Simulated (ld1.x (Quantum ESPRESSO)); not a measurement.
## Reading a pseudo-wave (Si (Z = 14))

Columns: radius, all-electron u(r) and pseudo u(r) of the 3p shell (level -4.08 eV) of silicon in the configuration [Ne] 3s2 3p2; PBE, scalar-relativistic, TM scheme, ld1.x (Quantum ESPRESSO) 7.5.

```json
{"r (bohr)": "0.118", "all-electron": "0.1254", "pseudo": "-0.0052"}
{"r (bohr)": "0.235", "all-electron": "0.2375", "pseudo": "-0.0203"}
{"r (bohr)": "0.353", "all-electron": "0.2552", "pseudo": "-0.0452"}
{"r (bohr)": "0.470", "all-electron": "0.2036", "pseudo": "-0.0787"}
{"r (bohr)": "0.588", "all-electron": "0.1143", "pseudo": "-0.1202"}
{"r (bohr)": "0.705", "all-electron": "0.0110", "pseudo": "-0.1677"}
{"r (bohr)": "0.822", "all-electron": "-0.0937", "pseudo": "-0.2199"}
{"r (bohr)": "0.940", "all-electron": "-0.1933", "pseudo": "-0.2756"}
{"r (bohr)": "1.058", "all-electron": "-0.2831", "pseudo": "-0.3323"}
{"r (bohr)": "1.175", "all-electron": "-0.3608", "pseudo": "-0.3875"}
{"r (bohr)": "1.292", "all-electron": "-0.4272", "pseudo": "-0.4398"}
{"r (bohr)": "1.410", "all-electron": "-0.4834", "pseudo": "-0.4877"}
{"r (bohr)": "1.528", "all-electron": "-0.5290", "pseudo": "-0.5292"}
{"r (bohr)": "1.645", "all-electron": "-0.5642", "pseudo": "-0.5631"}
{"r (bohr)": "1.763", "all-electron": "-0.5904", "pseudo": "-0.5894"}
{"r (bohr)": "1.880", "all-electron": "-0.6084", "pseudo": "-0.6078"}
{"r (bohr)": "1.998", "all-electron": "-0.6192", "pseudo": "-0.6190"}
{"r (bohr)": "2.115", "all-electron": "-0.6237", "pseudo": "-0.6237"}
{"r (bohr)": "2.232", "all-electron": "-0.6230", "pseudo": "-0.6230"}
{"r (bohr)": "2.350", "all-electron": "-0.6178", "pseudo": "-0.6178"}
{"r (bohr)": "2.468", "all-electron": "-0.6088", "pseudo": "-0.6088"}
{"r (bohr)": "2.585", "all-electron": "-0.5970", "pseudo": "-0.5970"}
{"r (bohr)": "2.702", "all-electron": "-0.5828", "pseudo": "-0.5828"}
{"r (bohr)": "2.820", "all-electron": "-0.5666", "pseudo": "-0.5666"}
{"r (bohr)": "2.938", "all-electron": "-0.5490", "pseudo": "-0.5490"}
{"r (bohr)": "3.055", "all-electron": "-0.5304", "pseudo": "-0.5304"}
```

Q: How many radial nodes do the two functions have?

A: The all-electron 3p function has n − l − 1 = 1; the pseudo-wave has 0, since the states of the same l below it are removed with the core.

Q: At about which radius was the pseudo-wave matched?

A: 2.35 bohr. The columns agree to 0.0005 from 2.00 bohr on; several derivatives are matched, so the curves merge somewhat inside the radius.

Q: Where does each function peak?

A: Outermost all-electron maximum near 2.12 bohr, pseudo maximum near 2.12 bohr (to the table’s step).

Q: Is the pseudo-wave norm-conserving?

A: Yes: the TM scheme keeps the norm inside the radius equal to the all-electron one, which fixes the energy derivative of the logarithmic derivative at the level.
